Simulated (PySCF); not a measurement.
# Dipole response of In(2+) (indium, charge +2)

[Kr] 4d10 5s1, 2S determinant. Calculation: PySCF 2.14, in aug-cc-pwCVTZ-PP with ECP28MDF (8s7p6d4f1g, 96 functions); a scalar-relativistic core potential. Coupled (time-dependent) response in atomic units; α is the mean over directions.

```csv
method,mean α (bohr³),C₆ (like pair),S(−4)
UHF,17.51,82.20,241.0
PBE,13.05,62.83,106.8
PBE0,13.84,65.91,127.3
wB97X,14.14,67.50,134.8
```

S(−4) is the Cauchy moment in α(ω) = α(0) + S(−4) ω² + …

α(iu) at PBE0:

```csv
u (hartree),α(iu) (bohr³)
0,13.84
0.0500,13.53
0.100,12.71
0.200,10.42
0.300,8.363
0.500,5.799
0.750,4.211
1.00,3.323
1.50,2.310
2.00,1.721
3.00,1.061
5.00,0.5054
```

For an ion, C₆ is the dispersion term alone; charge-induced terms of lower order in 1/R come first.

Energies and moments cover only the electrons outside the core potential.
